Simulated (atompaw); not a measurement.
**Pseudopotential generation for technetium: PAW (atompaw), LDA (PW92), scalar-relativistic.**

```
Element                 : Tc
Generator               : atompaw 4.2.0.5
Type                    : PAW
Functional              : LDA (PW92)
Relativity              : scalar-relativistic
Frozen core             : [Ar] 3d10
Valence charge          : 15
Reference configuration : 4s2 4p6 4d5 5s2 5p0
Partial waves           : 4s (bound); 5s (bound); 4p (bound); 5p (bound, empty); 4d (bound); 4d channel at 0.35 Ry
Local potential         : troulliermartins scheme with l = 3 at 1 Ry, radius 1.80 bohr
Core correction         : smooth core density matched at 1.60 bohr
Augmentation charge     : sinc compensation charge, radius 1.85 bohr; PAW radius 2.45 bohr; waves and projectors: bloechl
```

Poles of the logarithmic derivatives, all-electron (AE) and pseudo (PS). s: poles at -5.3, 3.0 (AE) and -5.3, 1.8, 5.0 (PS) Ry. p: poles at -3.2, 4.4 (AE) and -3.2, 3.8 (PS) Ry. d: poles at 0.0 (AE) and 0.0 (PS) Ry. Test radius 2.45 bohr.

* Cutoffs needed: 80 Ry and 110 Ry (the cutoffs (Ry, on a coarse ladder) from which the occupation-weighted sum of valence levels, in a spherical-Bessel basis at the reference potential, stays within 10 and 1 mRy of its value at 400 Ry)
* Ghost test: no extra level below or beside the all-electron valence levels (s, p, d, f tested) (spherical-Bessel basis up to 400 Ry, 20 bohr box)
* Lowest eigenvalue of the overlap operator: 0.15 (s channel)
* Overlap eigenvalues printed by atompaw (projector basis): 0.0249, 0.0256, 0.165, 0.988, 9.86, 14
* Warning: the pseudo core plus compensation charge is negative at some radii, so no UPF file was written
* Share of each valence orbital outside the PAW sphere: 4s 0 %, 5s 74 %, 4p 1 %, 5p 92 %, 4d 16 %
